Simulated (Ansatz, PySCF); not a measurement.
Reaction (SMILES): C/C=C\CCC + 6 [H][H] (H2) → 6 C (CH4)
Each molecule is optimised on its own at B3LYP-D3(BJ)/def2-TZVP (Ansatz, a quantum-chemistry and plane-wave program), one conformer each, not searched for the lowest. Frequencies are from Ansatz or PySCF.

Wanted: energy of full hydrogenation (enthalpy at 298 K, with B3LYP-D3(BJ) rigid-rotor harmonic-oscillator terms), in kcal/mol. Correlated levels leave the core frozen unless marked. No spin-orbit coupling. Non-relativistic. CBS(X,Y): correlation extrapolated as X^-3; Hartree-Fock from the larger set. The bracket is a focal-point correction in the basis named.

```json
[
 {"level": "CAM-B3LYP/def2-TZVPD", "program": "Ansatz", "energy of full hydrogenation (kcal/mol)": "-105.5", "minus last row": "-9.3"},
 {"level": "RPA@PBE/cc-pVQZ", "program": "Ansatz", "energy of full hydrogenation (kcal/mol)": "-93.0", "minus last row": "3.2"},
 {"level": "RI-MP2/CBS(aug-cc-pVTZ,aug-cc-pVQZ)", "program": "Ansatz", "energy of full hydrogenation (kcal/mol)": "-92.7", "minus last row": "3.5"},
 {"level": "SCS-MP2/cc-pVTZ", "program": "Ansatz", "energy of full hydrogenation (kcal/mol)": "-97.3", "minus last row": "-1.1"},
 {"level": "CCSD/CBS(cc-pVTZ,cc-pVQZ)", "program": "Ansatz", "energy of full hydrogenation (kcal/mol)": "-101.2", "minus last row": "-5.0"},
 {"level": "RI-MP2/CBS(aug-cc-pVTZ,aug-cc-pVQZ)+[CCSD(T)-MP2]/aug-cc-pVDZ", "program": "Ansatz", "energy of full hydrogenation (kcal/mol)": "-95.4", "minus last row": "0.8"},
 {"level": "CCSD(T)/CBS(cc-pVTZ,cc-pVQZ)", "program": "Ansatz", "energy of full hydrogenation (kcal/mol)": "-96.2", "minus last row": "0.0"}
]
```
